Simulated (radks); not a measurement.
The numbers below are computed, except where a source is named.
Trend from Zn+ to Hg+: ionisation energy by Delta-SCF between NIST ground configurations, and size. Level of theory: Dirac Kohn-Sham, PBE, spin-unpolarised, spherical densities, point nucleus (a radial shooting solver on a logarithmic mesh with Libxc functionals).

species       configuration  configuration of the ion  IE (eV)  NIST (eV)  kind   -e(HOMO) (eV)
Zn+           [Ar] 3d10 4s1                 [Ar] 3d10   18.443     17.964  exp.  13.997 (4s1/2)
Cd+           [Kr] 4d10 5s1                 [Kr] 4d10   17.127     16.908  exp.  13.057 (5s1/2)
Hg+      [Xe] 4f14 5d10 6s1            [Xe] 4f14 5d10   18.985     18.757  exp.  14.719 (6s1/2)

Reference values: NIST Atomic Spectra Database (measured). Spin polarisation and multiplet splitting are left out, so open shells lie too high by an amount that depends on their filling.

Beside tabulated values, note that spin-unpolarised runs miss the spin-polarisation part of the exchange energy of open shells.
